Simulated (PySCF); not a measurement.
# Polarisability and C₆ of Be (beryllium, neutral)

[He] 2s2, closed-shell 1S. Calculation: PySCF 2.14, in aug-cc-pCVTZ-DK with one added diffuse shell each of s, p, d, f type (8s7p5d3f, 75 functions); the spin-free X2C one-electron Hamiltonian (Gaussian nucleus). Coupled (time-dependent) response in atomic units; α is the mean over directions.

```csv
method,mean α (bohr³),C₆ (like pair),S(−4)
UHF,45.46,281.8,1413
PBE,42.64,255.3,1255
PBE0,42.74,256.4,1258
HSE06,42.84,257.3,1263
M06-L,45.54,287.3,1381
```

S(−4) is the Cauchy moment in α(ω) = α(0) + S(−4) ω² + …

Reference α: 37.74 ± 0.03 bohr³ (recommended; Schwerdtfeger and Nagle, table of static dipole polarizabilities (2023 update)). Published C₆: 227.0 (Chu and Dalgarno (2004); Tang, Norbeck and Certain (1976)).

α(iu) at PBE:

```json
{"u (hartree)": "0", "α(iu) (bohr³)": "42.64"}
{"u (hartree)": "0.0500", "α(iu) (bohr³)": "39.73"}
{"u (hartree)": "0.100", "α(iu) (bohr³)": "32.99"}
{"u (hartree)": "0.200", "α(iu) (bohr³)": "19.80"}
{"u (hartree)": "0.300", "α(iu) (bohr³)": "12.02"}
{"u (hartree)": "0.500", "α(iu) (bohr³)": "5.483"}
{"u (hartree)": "0.750", "α(iu) (bohr³)": "2.759"}
{"u (hartree)": "1.00", "α(iu) (bohr³)": "1.670"}
{"u (hartree)": "1.50", "α(iu) (bohr³)": "0.8158"}
{"u (hartree)": "2.00", "α(iu) (bohr³)": "0.4913"}
{"u (hartree)": "3.00", "α(iu) (bohr³)": "0.2437"}
{"u (hartree)": "5.00", "α(iu) (bohr³)": "0.1035"}
```

A single London oscillator, α(iu) = α/(1 + u²/ω²), gives C₆ = (3/4) ω α². Matching the computed C₆ needs ω = 4 × 255.3 / (3 × 42.64²) = 0.187 hartree.
